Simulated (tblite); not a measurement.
A geometry optimisation, step by step.

Species: C5H9BO2Si.
Atom-mapped SMILES: `[CH2:1]=[CH:2][SiH2:3][C:4]1=[CH:5][O:6][BH2-:7][O+:8]=[CH:9]1` (hydrogens: H10, H11 on C1; H12 on C2; H13, H14 on Si3; H15 on C5; H16, H17 on B7; H18 on C9)
Bond orders are those of one Lewis drawing.

Computed with GFN2-xTB (tblite), gas phase: L-BFGS steps from a force-field or distance-geometry start until the largest atomic force falls under 0.01 eV/Å. 11 of its 143 geometries are shown.

Step 0: E = -716.9515 eV, largest atomic force 5.285 eV/Å
```
atom  x, y, z in Å  |  force x, y, z in eV/Å
C1     -2.764   -0.783   -0.554   -0.528  -0.410   0.108
C2     -2.489   -0.462    0.701   -0.335  -0.511   0.238
Si3    -1.232    0.837    1.113   -0.585   1.082   0.548
C4      0.402    0.364    0.411   -0.121   1.064  -2.078
C5      1.215   -0.456    1.109    4.521  -1.080  -2.516
O6      2.431   -0.864    0.551   -3.548   0.487   2.581
B7      3.004   -0.209   -0.681    0.362  -0.069   0.428
O8      1.913    0.481   -1.447   -1.612   0.753  -0.149
C9      0.778    0.755   -0.951    1.282  -1.203   1.587
H10    -3.509   -1.552   -0.762    0.323   0.287  -0.253
H11    -2.288   -0.277   -1.383   -0.159  -0.206   0.049
H12    -2.986   -0.987    1.525    0.098   0.156  -0.447
H13    -1.673    2.120    0.530    0.110  -0.071   0.015
H14    -1.135    0.987    2.567    0.055  -0.019   0.047
H15     0.930   -0.812    2.082    0.389  -0.344   0.063
H16     3.533   -1.027   -1.350   -0.270  -0.262  -0.195
H17     3.808    0.606   -0.341   -0.068   0.357   0.058
H18     0.053    1.286   -1.560    0.087  -0.012  -0.085
```

Step 14: E = -717.6132 eV, largest atomic force 0.068 eV/Å
```
atom  x, y, z in Å  |  force x, y, z in eV/Å
C1     -2.796   -0.805   -0.549   -0.002  -0.004   0.002
C2     -2.504   -0.467    0.698   -0.011  -0.017  -0.053
Si3    -1.252    0.878    1.126    0.048   0.038  -0.029
C4      0.415    0.416    0.393    0.018  -0.038  -0.009
C5      1.301   -0.441    1.048    0.020  -0.024   0.001
O6      2.421   -0.826    0.620   -0.006   0.046  -0.018
B7      3.012   -0.207   -0.662    0.046  -0.023   0.040
O8      1.890    0.478   -1.461   -0.018   0.001   0.029
C9      0.793    0.754   -0.907   -0.016   0.014   0.009
H10    -3.510   -1.575   -0.799   -0.003  -0.008   0.011
H11    -2.325   -0.315   -1.387   -0.021  -0.025  -0.018
H12    -3.005   -0.989    1.504   -0.020   0.001   0.013
H13    -1.661    2.157    0.537   -0.004   0.024  -0.001
H14    -1.109    0.992    2.578    0.000  -0.013   0.050
H15     1.007   -0.875    2.007   -0.049   0.019  -0.005
H16     3.453   -1.084   -1.324    0.002   0.002  -0.006
H17     3.785    0.634   -0.314    0.009   0.001  -0.060
H18     0.077    1.280   -1.546    0.009   0.005   0.044
```

Step 28: E = -717.6190 eV, largest atomic force 0.032 eV/Å
```
atom  x, y, z in Å  |  force x, y, z in eV/Å
C1     -2.810   -0.819   -0.559    0.004  -0.015   0.005
C2     -2.513   -0.454    0.679   -0.001  -0.017   0.001
Si3    -1.252    0.880    1.122   -0.031  -0.006   0.003
C4      0.412    0.404    0.396    0.016   0.016  -0.002
C5      1.306   -0.441    1.054    0.021   0.000   0.002
O6      2.444   -0.786    0.642    0.008  -0.031  -0.002
B7      3.019   -0.205   -0.662    0.015   0.001  -0.013
O8      1.892    0.481   -1.452    0.020   0.021   0.000
C9      0.799    0.765   -0.893    0.004   0.016  -0.009
H10    -3.527   -1.596   -0.780   -0.004   0.007  -0.007
H11    -2.346   -0.358   -1.417   -0.007  -0.004   0.017
H12    -3.015   -0.963    1.494   -0.023   0.010  -0.005
H13    -1.645    2.175    0.553    0.006  -0.004   0.004
H14    -1.121    0.966    2.580   -0.001  -0.005  -0.011
H15     1.006   -0.887    2.006   -0.005   0.021   0.013
H16     3.432   -1.102   -1.317   -0.007  -0.024   0.004
H17     3.816    0.631   -0.366    0.010   0.004   0.001
H18     0.094    1.317   -1.519   -0.026   0.010   0.000
```

Step 43: E = -717.6243 eV, largest atomic force 0.035 eV/Å
```
atom  x, y, z in Å  |  force x, y, z in eV/Å
C1     -2.840   -0.859   -0.565    0.030  -0.014   0.007
C2     -2.552   -0.461    0.665    0.019   0.020   0.022
Si3    -1.262    0.848    1.112    0.034   0.001   0.006
C4      0.419    0.410    0.394   -0.012  -0.025   0.005
C5      1.331   -0.406    1.065   -0.010  -0.006  -0.006
O6      2.471   -0.748    0.656    0.004   0.009  -0.006
B7      3.035   -0.213   -0.674   -0.025   0.006  -0.004
O8      1.927    0.550   -1.428   -0.002   0.024   0.005
C9      0.823    0.810   -0.880   -0.001  -0.018   0.016
H10    -3.585   -1.612   -0.773   -0.011   0.005  -0.005
H11    -2.336   -0.453   -1.428    0.013   0.009  -0.014
H12    -3.100   -0.912    1.484   -0.008   0.003  -0.005
H13    -1.630    2.162    0.571   -0.032  -0.010   0.005
H14    -1.142    0.896    2.575    0.006   0.004  -0.032
H15     1.047   -0.819    2.037    0.000   0.005  -0.008
H16     3.359   -1.140   -1.340   -0.022  -0.023   0.004
H17     3.900    0.562   -0.417    0.002   0.018   0.004
H18     0.128    1.390   -1.493    0.016  -0.008   0.006
```

Step 57: E = -717.6267 eV, largest atomic force 0.023 eV/Å
```
atom  x, y, z in Å  |  force x, y, z in eV/Å
C1     -2.834   -0.874   -0.568    0.019  -0.004  -0.005
C2     -2.564   -0.461    0.662    0.001  -0.018   0.006
Si3    -1.263    0.833    1.110    0.001  -0.006  -0.001
C4      0.414    0.396    0.388   -0.004   0.008   0.002
C5      1.338   -0.397    1.070   -0.012   0.009  -0.001
O6      2.486   -0.721    0.667   -0.011   0.006  -0.004
B7      3.033   -0.214   -0.680    0.014  -0.002  -0.010
O8      1.942    0.591   -1.413   -0.003  -0.016   0.013
C9      0.829    0.826   -0.873   -0.002   0.003   0.008
H10    -3.599   -1.606   -0.782    0.014   0.003   0.008
H11    -2.297   -0.499   -1.425    0.004   0.003   0.000
H12    -3.141   -0.882    1.477   -0.018   0.002  -0.005
H13    -1.661    2.143    0.581    0.009   0.015  -0.006
H14    -1.126    0.883    2.569   -0.004  -0.002   0.009
H15     1.062   -0.796    2.050    0.004  -0.001  -0.006
H16     3.297   -1.162   -1.346   -0.005   0.012   0.002
H17     3.937    0.526   -0.448   -0.015  -0.013  -0.012
H18     0.139    1.422   -1.476    0.008   0.000   0.002
```

Step 71: E = -717.6304 eV, largest atomic force 0.054 eV/Å
```
atom  x, y, z in Å  |  force x, y, z in eV/Å
C1     -2.751   -0.910   -0.570    0.022  -0.045  -0.014
C2     -2.583   -0.452    0.662    0.025  -0.031  -0.023
Si3    -1.276    0.824    1.136   -0.019   0.038   0.011
C4      0.398    0.407    0.398   -0.003  -0.016   0.002
C5      1.334   -0.375    1.075    0.023   0.027   0.028
O6      2.488   -0.681    0.675   -0.002  -0.015  -0.015
B7      2.998   -0.239   -0.709   -0.035   0.013  -0.027
O8      1.926    0.627   -1.398   -0.001   0.012  -0.038
C9      0.819    0.871   -0.849    0.002  -0.021   0.001
H10    -3.515   -1.628   -0.823   -0.030  -0.024  -0.021
H11    -2.120   -0.593   -1.385    0.006   0.009  -0.016
H12    -3.249   -0.820    1.433    0.015   0.045   0.017
H13    -1.665    2.136    0.607   -0.015   0.050   0.013
H14    -1.146    0.861    2.595    0.008  -0.005   0.012
H15     1.072   -0.759    2.064    0.003  -0.012   0.012
H16     3.154   -1.219   -1.367    0.010   0.025   0.004
H17     3.958    0.445   -0.554   -0.005  -0.041   0.025
H18     0.149    1.511   -1.430   -0.005  -0.012   0.027
```

Step 85: E = -717.6515 eV, largest atomic force 0.119 eV/Å
```
atom  x, y, z in Å  |  force x, y, z in eV/Å
C1     -2.426   -1.023   -0.576    0.004   0.013   0.078
C2     -2.543   -0.388    0.582    0.002  -0.006  -0.119
Si3    -1.309    0.891    1.213    0.021  -0.018   0.015
C4      0.368    0.487    0.481    0.029   0.003   0.002
C5      1.311   -0.326    1.111    0.002  -0.014  -0.019
O6      2.412   -0.701    0.627    0.026  -0.006  -0.007
B7      2.826   -0.330   -0.810    0.000   0.033  -0.001
O8      1.814    0.679   -1.389   -0.017   0.026   0.006
C9      0.753    0.962   -0.772   -0.019  -0.017  -0.024
H10    -3.152   -1.743   -0.925   -0.013   0.008   0.009
H11    -1.585   -0.858   -1.232   -0.009  -0.011   0.028
H12    -3.411   -0.590    1.197   -0.026  -0.023  -0.008
H13    -1.705    2.234    0.768    0.004   0.008   0.026
H14    -1.226    0.824    2.675    0.008   0.004   0.023
H15     1.118   -0.671    2.130   -0.036   0.011  -0.005
H16     2.775   -1.316   -1.478    0.007   0.017   0.038
H17     3.884    0.209   -0.755   -0.026  -0.024  -0.008
H18     0.089    1.666   -1.282    0.044  -0.004  -0.032
```

Step 99: E = -717.6587 eV, largest atomic force 0.040 eV/Å
```
atom  x, y, z in Å  |  force x, y, z in eV/Å
C1     -2.354   -1.089   -0.561    0.011  -0.033   0.014
C2     -2.552   -0.359    0.527   -0.027   0.029   0.004
Si3    -1.314    0.876    1.234    0.004   0.010  -0.018
C4      0.360    0.503    0.477    0.003  -0.004  -0.009
C5      1.315   -0.290    1.111   -0.002  -0.016   0.000
O6      2.420   -0.656    0.629   -0.009  -0.008   0.015
B7      2.776   -0.346   -0.838   -0.009   0.014   0.015
O8      1.825    0.742   -1.369    0.000  -0.019  -0.020
C9      0.756    1.013   -0.759    0.026   0.025   0.012
H10    -3.088   -1.784   -0.941   -0.012   0.022   0.007
H11    -1.434   -1.034   -1.123    0.015   0.003   0.006
H12    -3.498   -0.458    1.045   -0.015  -0.010  -0.004
H13    -1.703    2.247    0.886   -0.012   0.018  -0.016
H14    -1.234    0.743    2.692    0.016  -0.033  -0.001
H15     1.129   -0.607    2.140    0.018  -0.004  -0.002
H16     2.584   -1.337   -1.476    0.019   0.002   0.003
H17     3.878    0.086   -0.863    0.006  -0.001  -0.006
H18     0.124    1.756   -1.249   -0.034   0.006   0.000
```

Step 114: E = -717.6616 eV, largest atomic force 0.047 eV/Å
```
atom  x, y, z in Å  |  force x, y, z in eV/Å
C1     -2.326   -1.115   -0.538    0.002  -0.032   0.029
C2     -2.568   -0.325    0.498   -0.004   0.003  -0.006
Si3    -1.316    0.875    1.239   -0.009   0.022  -0.008
C4      0.355    0.510    0.475    0.012   0.023  -0.005
C5      1.314   -0.283    1.105   -0.005   0.002   0.016
O6      2.418   -0.648    0.621   -0.003   0.009   0.007
B7      2.761   -0.346   -0.849    0.010  -0.039   0.008
O8      1.815    0.749   -1.375    0.023   0.011  -0.006
C9      0.754    1.030   -0.756   -0.019  -0.029  -0.032
H10    -3.062   -1.796   -0.939   -0.008   0.022  -0.003
H11    -1.366   -1.124   -1.029    0.011  -0.002  -0.017
H12    -3.551   -0.363    0.952   -0.004   0.013   0.001
H13    -1.707    2.260    0.935    0.020  -0.037   0.018
H14    -1.216    0.668    2.689   -0.013   0.014  -0.006
H15     1.135   -0.595    2.137   -0.001  -0.021   0.013
H16     2.558   -1.341   -1.476   -0.004   0.020  -0.015
H17     3.869    0.070   -0.887   -0.001   0.027  -0.005
H18     0.124    1.781   -1.239   -0.007  -0.004   0.012
```

Step 128: E = -717.6681 eV, largest atomic force 0.053 eV/Å
```
atom  x, y, z in Å  |  force x, y, z in eV/Å
C1     -2.390   -1.136   -0.482   -0.012  -0.005   0.003
C2     -2.614   -0.243    0.470    0.014   0.019  -0.015
Si3    -1.298    0.867    1.240    0.003  -0.050   0.013
C4      0.365    0.479    0.462   -0.016  -0.006  -0.002
C5      1.320   -0.328    1.081   -0.007   0.018  -0.001
O6      2.430   -0.675    0.597   -0.026  -0.013  -0.009
B7      2.833   -0.290   -0.841   -0.004   0.023   0.031
O8      1.795    0.693   -1.417    0.011   0.014   0.016
C9      0.735    0.965   -0.792   -0.003  -0.005  -0.003
H10    -3.170   -1.754   -0.902   -0.012   0.005   0.008
H11    -1.405   -1.292   -0.889    0.047  -0.008  -0.024
H12    -3.627   -0.132    0.838   -0.013   0.008   0.015
H13    -1.650    2.274    1.017    0.022   0.024  -0.032
H14    -1.208    0.600    2.680    0.014  -0.006   0.024
H15     1.122   -0.686    2.095    0.014  -0.002  -0.020
H16     2.807   -1.277   -1.507   -0.003   0.003   0.014
H17     3.877    0.272   -0.786   -0.016  -0.006  -0.011
H18     0.068    1.667   -1.300   -0.012  -0.012  -0.007
```

Step 142: E = -717.6702 eV, largest atomic force 0.009 eV/Å
```
atom  x, y, z in Å  |  force x, y, z in eV/Å
C1     -2.420   -1.126   -0.468   -0.001   0.000  -0.001
C2     -2.625   -0.217    0.473    0.001   0.004  -0.004
Si3    -1.286    0.863    1.244   -0.003   0.003   0.000
C4      0.364    0.455    0.453   -0.003  -0.002   0.002
C5      1.317   -0.356    1.068    0.001   0.001   0.003
O6      2.428   -0.699    0.585   -0.002  -0.003   0.000
B7      2.861   -0.255   -0.825    0.008   0.002  -0.003
O8      1.785    0.667   -1.431    0.003   0.000   0.005
C9      0.719    0.922   -0.812    0.000  -0.002   0.001
H10    -3.216   -1.724   -0.884   -0.002  -0.004  -0.006
H11    -1.436   -1.315   -0.870    0.002   0.001   0.003
H12    -3.637   -0.074    0.833   -0.006  -0.001   0.007
H13    -1.600    2.278    1.003    0.002   0.002   0.001
H14    -1.190    0.600    2.685    0.001  -0.001  -0.002
H15     1.109   -0.741    2.069    0.004   0.000   0.003
H16     2.933   -1.228   -1.506   -0.004   0.001  -0.002
H17     3.863    0.375   -0.717   -0.005   0.003  -0.003
H18     0.024    1.581   -1.340    0.003  -0.002  -0.004
```

**Question.** Summarise the path.

**Answer.** The energy falls by 16.57 kcal/mol from step 0 to step 142; nine tenths of that is first reached at step 6. It rises by more than 0.2 meV at steps 75 and 125. The largest force goes from 5.285 to 0.009 eV/Å. Among the bonds C5–O6 changes most, from 1.399 to 1.259 Å; the atoms move by 0.565 Å rms after alignment.

**Question.** Follow the three bonds and two angles with the largest change from start to end.

**Answer.** 
```
step  E above end (kcal/mol)  largest force (eV/Å)  C5–O6 (Å)  C4–C9 (Å)  C4=C5 (Å)  C4–C5–O6 (°)  H16–B7–H17 (°)
   0                   16.57                 5.285      1.399      1.466      1.349         119.7           109.5
   6                    1.60                 0.254      1.263      1.395      1.392         127.3           115.2
  12                    1.35                 0.082      1.260      1.396      1.395         126.3           116.6
  19                    1.23                 0.059      1.259      1.394      1.394         126.3           115.9
  25                    1.20                 0.052      1.259      1.394      1.396         126.3           116.1
  31                    1.16                 0.068      1.260      1.395      1.395         126.3           115.9
  37                    1.11                 0.074      1.259      1.394      1.394         126.3           116.1
  43                    1.06                 0.035      1.259      1.395      1.396         126.4           115.6
  49                    1.02                 0.030      1.259      1.395      1.395         126.4           115.8
  56                    1.01                 0.023      1.259      1.395      1.395         126.4           115.9
  62                    0.98                 0.028      1.259      1.394      1.395         126.5           115.6
  68                    0.95                 0.042      1.259      1.395      1.396         126.4           115.8
  74                    0.83                 0.122      1.259      1.394      1.394         126.9           116.2
  80                    0.57                 0.077      1.259      1.395      1.395         126.1           115.8
  86                    0.41                 0.068      1.260      1.394      1.395         126.3           115.9
  93                    0.32                 0.081      1.259      1.395      1.396         126.2           115.6
  99                    0.27                 0.040      1.260      1.394      1.394         126.3           116.2
 105                    0.23                 0.034      1.260      1.394      1.394         126.3           116.1
 111                    0.22                 0.028      1.260      1.394      1.394         126.3           116.0
 117                    0.18                 0.061      1.260      1.395      1.395         126.3           116.0
 123                    0.12                 0.069      1.260      1.395      1.394         126.5           115.5
 130                    0.03                 0.040      1.260      1.395      1.395         126.4           115.9
 136                    0.01                 0.018      1.259      1.395      1.395         126.4           115.8
 142                    0.00                 0.009      1.259      1.395      1.394         126.4           115.8
```

What follows is the cost of the whole relaxation. The run took 1.6 s of wall time on an Intel Xeon at 2.70 GHz with one thread, shared host with 64 logical CPUs at a one-minute load of 61.
